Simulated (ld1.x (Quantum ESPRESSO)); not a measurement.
## How hard is this argon (Ar) RRKJ potential?

- Element: Ar
- Generator: ld1.x (Quantum ESPRESSO) 7.5
- Type: norm-conserving RRKJ (Kleinman–Bylander form)
- Functional: LDA (PZ)
- Relativity: non-relativistic
- Frozen core: [Ne]
- Valence charge: 8
- Reference configuration: 3s2 3p4.5 (charge +1.5)
- Partial waves: 3s (bound): rc 1.05 bohr; 3p (bound): rc 1.10 bohr
- Local potential: the p channel
- Core correction: none
- rho0: 0.02

The pseudo-atom Hamiltonian at the reference potential is diagonalised in spherical Bessel functions j_l(qr) that vanish at 20 bohr, with q² up to the cutoff. All-electron valence levels (Ry): 3s -3.1697, 3p -2.1088.

Q: How do the lowest levels (Ry) of each channel move with the cutoff, and are there ghosts?

A:

| cutoff (Ry) | s #1 | s #2 | p #1 | p #2 | d #1 | f #1 | Σ f·Δε (mRy) |
| --- | --- | --- | --- | --- | --- | --- | --- |
| 8 | -2.8124 | -0.6288 | -1.9211 | -0.4409 | -0.4516 | -0.1431 | 1559.0 |
| 15 | -2.9766 | -0.6521 | -2.0954 | -0.4720 | -0.4761 | -0.1431 | 446.6 |
| 30 | -3.1544 | -0.6829 | -2.1047 | -0.4745 | -0.4812 | -0.1431 | 49.1 |
| 45 | -3.1666 | -0.6856 | -2.1051 | -0.4745 | -0.4813 | -0.1431 | 22.7 |
| 60 | -3.1675 | -0.6857 | -2.1056 | -0.4746 | -0.4814 | -0.1431 | 18.8 |
| 90 | -3.1695 | -0.6861 | -2.1081 | -0.4749 | -0.4814 | -0.1431 | 3.4 |
| 140 | -3.1697 | -0.6862 | -2.1086 | -0.4750 | -0.4815 | -0.1431 | 1.1 |
| 200 | -3.1697 | -0.6862 | -2.1088 | -0.4750 | -0.4815 | -0.1431 | 0.2 |
| 400 | -3.1697 | -0.6862 | -2.1088 | -0.4750 | -0.4815 | -0.1431 | 0.0 |

Result: no extra level below or beside the all-electron valence levels (s, p, d, f tested); 10 mRy is reached at 80 Ry and 1 mRy at 160 Ry.
